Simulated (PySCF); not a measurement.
## How methods differ on the excitation energy of Br⁺

Br⁺ [Ar] 3d10 4s2 4p4 (3P) → Br⁺ [Ar] 3d10 4s2 4p3 5s1 (5S), as a difference of total energies. All numbers are calculated (PySCF 2.14, scalar relativity through the core potential, in aug-cc-pwCVTZ-PP with ECP10MDF (8s7p6d4f1g, 96 functions)). Correlated levels: valence: 3s2 3p6 3d10 frozen. The calculations carry no spin-orbit coupling.

```tsv
method	excitation energy (eV)	error (eV)
UHF	10.751	-0.711
MP2 (valence)	11.074	-0.388
SCS-MP2 (valence)	11.296	-0.166
CCSD (valence)	11.195	-0.267
CCSD(T) (valence)	11.190	-0.272
```

Reference: 11.462 eV (measured; NIST levels, between the centres of gravity of the two terms).

Errors of the correlated levels include the incompleteness of this basis and the frozen core.
